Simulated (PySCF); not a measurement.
Numbering as in the mapped SMILES `[F:1][CH:2]([F:3])[C:4]([F:5])([F:6])[C:7]([F:8])([F:9])[F:10]` (H(Xn): hydrogen on atom n).

Geometry: PBE0-D3(BJ)/def2-TZVP; GIAO absolute shieldings from PySCF, gas phase, non-relativistic, averaged over equivalent atoms.

At KT3/pcSseg-2 (374 basis functions, 77 s wall time on 1 thread of an Arm Neoverse V2, shared host):
```csv
atoms,σ (ppm)
F8/F9/F10,253.7
F5/F6,301.8
F1/F3,307.6
C7,54.2
C2,64.3
C4,66.7
H(C2),25.61
```

Estimate the result of repeating the calculation with wB97X-D/pcSseg-2.

## Answers


```csv
atoms,σ at wB97X-D/pcSseg-2,change
F8/F9/F10,268.7,+15.0
F5/F6,318.8,+17.0
F1/F3,326.9,+19.3
C7,55.4,+1.2
C2,66.3,+2.0
C4,67.5,+0.8
H(C2),25.79,+0.18
```

The largest change is at F1/F3 (fluorine of a CF2 group). Cost: 374 basis functions, 91 s wall time on 1 thread of an Arm Neoverse V2, shared host. The order of the carbon signals is the same at both levels.
